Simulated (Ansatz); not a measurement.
Breaking the C1–I2 bond in CH3I (SMILES CI) (multiplicity 1 held, fragments rigid). Energies count from the point at 2.156 Å.
Geometry at that point (charge 0, multiplicity 1):
```xyz
5

C     -1.827    -0.036    -0.041
I      0.329     0.007     0.007
H     -2.120    -0.844    -0.702
H     -2.171    -0.208     0.972
H     -2.162     0.924    -0.416
```

Signs of static correlation in def2-SVP, with CASSCF(6,4), from Ansatz (a quantum-chemistry and plane-wave program) runs.

| R (Å) | T1 of restricted CCSD | ⟨S²⟩ of UHF | largest double amplitude of restricted CCSD | weight of the CASSCF reference in MRCISD | CASSCF natural occupations |
|---|---|---|---|---|---|
| 1.725 | 0.007 | 0.000 | 0.036 | 0.912 | 2.00 2.00 1.99 0.02 |
| 1.941 | 0.007 | 0.000 | 0.039 | 0.911 | 2.00 2.00 1.97 0.03 |
| 2.156 | 0.009 | 0.000 | 0.080 | 0.911 | 2.00 2.00 1.96 0.04 |
| 2.372 | 0.012 | 0.000 | 0.125 | 0.910 | 2.00 2.00 1.93 0.07 |
| 2.588 | 0.017 | 0.282 | 0.172 | 0.910 | 2.00 2.00 1.88 0.12 |
| 2.911 | 0.029 | 0.711 | (withheld) | 0.910 | 2.00 2.00 1.78 0.22 |
| 3.235 | 0.045 | 0.889 | (withheld) | 0.911 | 2.00 2.00 1.63 0.37 |
| 3.774 | 0.079 | 0.986 | 0.546 | 0.911 | 2.00 2.00 1.35 0.65 |
| 4.313 | 0.108 | 1.008 | 0.752 | 0.912 | 2.00 2.00 1.16 0.84 |
| 4.960 | 0.127 | 1.013 | 0.920 | 0.912 | 2.00 2.00 1.06 0.94 |
| 5.822 | 0.134 | 1.013 | 1.010 | 0.912 | 2.00 2.00 1.01 0.99 |
| 6.901 | 0.131 | 1.013 | 1.026 | 0.912 | 2.00 2.00 1.00 1.00 |

Problem. Complete the blanks.

Solution. 
- 2.911, largest double amplitude of restricted CCSD: 0.251
- 3.235, largest double amplitude of restricted CCSD: 0.346

Doubts at one or more of the structures used: active orbitals that take no part (SC-NEVPT2 on CASSCF(6,4)/def2-SVP); a restricted determinant that unrestricted orbitals would lower (R-CCSD(T)/def2-SVP); other coupled-cluster roots lie near (R-CCSD(T)/def2-SVP); T1 above 0.05 (R-CCSD(T)/def2-SVP, U-CCSD(T)/def2-SVP); a spin-contaminated determinant (U-CCSD(T)/def2-SVP); the program's own flag: other amplitudes (U-CCSD(T)/def2-SVP).
